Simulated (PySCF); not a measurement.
# Magnetic susceptibility: SMILES [NH3+][Al@H-]1[CH2]CO[CH2]1, C3H10AlNO

Molfile (atoms numbered from 1):
```
C3H10AlNO
     RDKit          3D

 16 16  0  0  0  0  0  0  0  0999 V2000
    2.3695   -0.4584    0.2413 N   0  0  0  0  0  0  0  0  0  0  0  0
    0.5454   -0.0247   -0.6242 Al  0  0  1  0  0  4  0  0  0  0  0  0
   -0.8683   -1.2117    0.1700 C   0  0  0  0  0  0  0  0  0  0  0  0
   -1.8858   -0.0728   -0.0501 C   0  0  0  0  0  0  0  0  0  0  0  0
   -1.2745    1.0291   -0.7059 O   0  0  0  0  0  0  0  0  0  0  0  0
   -0.2121    1.6419    0.1414 C   0  0  0  0  0  0  0  0  0  0  0  0
    2.6757   -1.3585   -0.1142 H   0  0  0  0  0  0  0  0  0  0  0  0
    2.3603   -0.4953    1.2576 H   0  0  0  0  0  0  0  0  0  0  0  0
    3.0412    0.2454   -0.0506 H   0  0  0  0  0  0  0  0  0  0  0  0
    1.0184   -0.0755   -2.0962 H   0  0  0  0  0  0  0  0  0  0  0  0
   -1.2203   -2.1066   -0.3513 H   0  0  0  0  0  0  0  0  0  0  0  0
   -0.8374   -1.4806    1.2323 H   0  0  0  0  0  0  0  0  0  0  0  0
   -2.3336    0.2781    0.8899 H   0  0  0  0  0  0  0  0  0  0  0  0
   -2.6962   -0.3739   -0.7192 H   0  0  0  0  0  0  0  0  0  0  0  0
   -0.0322    2.6041   -0.3517 H   0  0  0  0  0  0  0  0  0  0  0  0
   -0.6579    1.8684    1.1194 H   0  0  0  0  0  0  0  0  0  0  0  0
  1  2  1  0
  2  3  1  0
  3  4  1  0
  4  5  1  0
  5  6  1  0
  6  2  1  0
  1  7  1  0
  1  8  1  0
  1  9  1  0
  2 10  1  6
  3 11  1  0
  3 12  1  0
  4 13  1  0
  4 14  1  0
  6 15  1  0
  6 16  1  0
M  CHG  2   1   1   2  -1
M  END
```

Computed, not measured: PySCF, GIAO B3LYP/pcSseg-1 magnetisability, rotational g tensor and spin-rotation constants, non-relativistic, gas phase. Geometry: GFN2-xTB.

Task: What are the magnetisability and the molar susceptibility?

Result: Isotropic -1135 × 10⁻³⁰ J/T², or -68.3 × 10⁻⁶ cm³/mol; principal values -1183, -1148, -1074 × 10⁻³⁰ J/T², anisotropy 97 × 10⁻³⁰ J/T² (root of half the summed squared differences of the principal values). The susceptibility is in cgs units.

Task: Split it along the inertial axes a, b, c into diamagnetic and paramagnetic parts about the centre of mass, with the quadrupole moment.

Result: 
```csv
axis,χ (10⁻⁶ cm³/mol),diamagnetic (10⁻⁶ cm³/mol),paramagnetic (10⁻⁶ cm³/mol),summed x² of all electrons (Å²),quadrupole Θ (D Å)
a,-69.0,-376.6,307.7,130.1,+16.57
b,-69.8,-670.2,600.4,60.9,-6.79
c,-66.3,-810.5,744.2,27.8,-9.78
```
Anisotropies 2χaa − χbb − χcc = -1.8 and 2χbb − χaa − χcc = -4.3 × 10⁻⁶ cm³/mol. Θ is traceless in Buckingham's convention.

Task: And the rotational g tensor?

Result: 
```tsv
axis	rotational constant (GHz)	g	nuclear part	electronic part
a	4.7146	-0.0337	0.6478	-0.6815
b	2.1571	-0.0007	0.6078	-0.6084
c	1.7277	-0.0019	0.6022	-0.6041
```
Asymmetric top; isotopes 27Al, 12C, 1H, 14N, 16O; no vibrational averaging.
